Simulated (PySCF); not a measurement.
**Mayer bond orders and bond lengths**

C₆H₇NOS.
Numbering: `[CH3:1][S@:2](=[O:3])[c:4]1[cH:5][cH:6][cH:7][n:8][cH:9]1` (hydrogens: H10, H11, H12 on C1; H13 on C5; H14 on C6; H15 on C7; H16 on C9)

Cartesian coordinates in Å at the PBE0-D3(BJ)/def2-SVP level; atoms count from 1:
```
atom  x, y, z in Å
C1    -2.520   -0.585   -0.266
S2    -1.633   -0.009    1.213
O3    -1.971    1.447    1.355
C4     0.021   -0.066    0.485
C5     0.634    1.148    0.200
C6     1.927    1.114   -0.313
C7     2.537   -0.126   -0.501
N8     1.952   -1.287   -0.210
C9     0.719   -1.257    0.283
H10   -2.308    0.121   -1.080
H11   -2.205   -1.606   -0.527
H12   -3.588   -0.567   -0.012
H13    0.080    2.072    0.394
H14    2.460    2.035   -0.560
H15    3.555   -0.184   -0.902
H16    0.263   -2.224    0.530
```

Bond orders from the PBE0/pcSseg-1 density (PySCF). Isolated species at its PBE0-D3(BJ)/def2-SVP geometry (one conformer only).

Where do the orders between heavy atoms depart from those drawn in the SMILES?

The largest departure is 0.495, at S2–O3 (drawn double, 1.505), counting aromatic bonds as 1.5. Drawn single, order below 0.88: S2–C4 (0.877). Drawn double or triple, more than 0.30 short of the drawn order: S2–O3 (1.505). The bonds drawn aromatic range from 1.31 to 1.49.

Set the Mayer orders of the bonds between heavy atoms beside their lengths.

```json
{"bond": "C1–S2", "drawn as": "single", "length (Å)": "1.818", "Mayer order": "0.891"}
{"bond": "S2–O3", "drawn as": "double", "length (Å)": "1.502", "Mayer order": "1.505"}
{"bond": "S2–C4", "drawn as": "single", "length (Å)": "1.808", "Mayer order": "0.877"}
{"bond": "C4–C5", "drawn as": "aromatic", "length (Å)": "1.389", "Mayer order": "1.392"}
{"bond": "C5–C6", "drawn as": "aromatic", "length (Å)": "1.392", "Mayer order": "1.400"}
{"bond": "C6–C7", "drawn as": "aromatic", "length (Å)": "1.396", "Mayer order": "1.398"}
{"bond": "C7–N8", "drawn as": "aromatic", "length (Å)": "1.332", "Mayer order": "1.455"}
{"bond": "N8–C9", "drawn as": "aromatic", "length (Å)": "1.328", "Mayer order": "1.489"}
{"bond": "C9–C4", "drawn as": "aromatic", "length (Å)": "1.395", "Mayer order": "1.309"}
```

By pair of heavy elements: C–S: all 2 within 0.02 of one another (0.877 to 0.891). C–C: lowest C9–C4 (1.309, 1.395 Å), highest C5–C6 and C6–C7 (1.400, 1.392 Å). C–N: lowest C7–N8 (1.455, 1.332 Å), highest N8–C9 (1.489, 1.328 Å). Bonds named together lie within 0.004.

And the bonds to hydrogen?

C–H: 0.94 to 0.98 (7 bonds).

Sum the orders of all bonds at each heavy atom with more than one neighbour and set the sums beside the valence in the SMILES.

C1 3.721 (drawn 4), S2 3.273 (drawn 4), C4 3.578 (drawn 4), C5 3.744 (drawn 4), C6 3.757 (drawn 4), C7 3.821 (drawn 4), N8 2.944 (drawn 3), C9 3.774 (drawn 4). Orders between atoms that aren't bonded are not in these sums.

For a closed shell the Mayer order of atoms A and B is Σ (PS)μν (PS)νμ over the basis functions μ on A and ν on B, with P the density and S the overlap matrix.
